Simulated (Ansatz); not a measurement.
Species: H₆AlN₃, SMILES `[NH2][Al]([NH2])[NH2]` (charge 0, multiplicity 1).

**Question.** Give a relaxed geometry from Ansatz (a first-principles code) with B3LYP-D3(BJ)/def2-TZVP.

**Answer.** the end point of this relaxation (outside a Z-matrix the atoms follow the SMILES, hydrogens last).
Bonded distances (Å): N1–Al2 1.775, N1–H5 1.007, N1–H6 1.007, Al2–N3 1.775, Al2–N4 1.775, N3–H7 1.007, N3–H8 1.007, N4–H9 1.007, N4–H10 1.007. Bond angles (°): Al2–N1–H5 125.0, Al2–N1–H6 125.0, H5–N1–H6 110.0, N1–Al2–N3 120.0, N1–Al2–N4 120.0, N3–Al2–N4 120.0, Al2–N3–H7 125.1, Al2–N3–H8 124.9, H7–N3–H8 110.0, Al2–N4–H9 124.9, Al2–N4–H10 125.1, H9–N4–H10 110.0.
